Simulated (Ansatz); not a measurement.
`[OH][Y]([OH])[Cl]` + NH₃ → `[NH2][Y]([OH])[OH]` + HCl  (ligand exchange at a Y–Cl bond)

Gas-phase electronic energies from Ansatz, PBE0-D4/def2-TZVP geometries. CCSD(T)/CBS is the MP2 limit (def2-TZVPP, def2-QZVPP) plus CCSD(T) − MP2 in def2-TZVPP, frozen cores. This one scheme is used for every species. DFT in def2-TZVPP. B3LYP here is the variant with VWN-RPA as its local correlation; programs differ in this. HSE06 is defined as in plane-wave codes. Elements past krypton have def2 core potentials. For Y outer-core shells are correlated without core-valence functions, which leaves a few kJ/mol of doubt a bond. Each species was taken in one conformer, which may not be the lowest.

```tsv
level	ΔE (kcal/mol)	difference from CCSD(T)/CBS
BLYP-D4	32.2	-2.0
B97M-V	35.8	1.6
B3LYP-D4	33.9	-0.3
HSE06-D4	34.8	0.6
ωB97M-V	34.4	0.2
PBE-QIDH	35.4	1.2
revPBE	33.0	-1.2
r2SCAN	34.9	0.7
B3LYP	34.1	-0.1
BHLYP	36.3	2.1
LC-ωPBE	34.8	0.6
RPA@PBE/def2-TZVPP	31.6	-2.6
CCSD/def2-SVP	34.3	0.1
HF/def2-TZVPP	39.6	5.4
CCSD/def2-TZVPP	33.9	-0.3
MP2/CBS(def2)	34.5	0.3
CCSD(T)/CBS	34.2	0
```

Largest T1 diagnostic among the species: 0.014.

From r2SCAN to r2SCAN0 (25 % exact exchange), in def2-TZVPP and without D4, ΔE moves by +1.1 kcal/mol. In def2-TZVPP, CCSD(T) changes the Hartree–Fock value by −6.2 kcal/mol (the triples alone add −0.5 kcal/mol) and MP2 by −5.9 kcal/mol. Leaving LDA and LC-ωPBE aside and taking each functional with its dispersion term where it has one, the values, not all of them listed here, spread over 4.2 kcal/mol, from BLYP-D4 to BHLYP-D4. LDA lies −1.0 kcal/mol from PBE without D4.
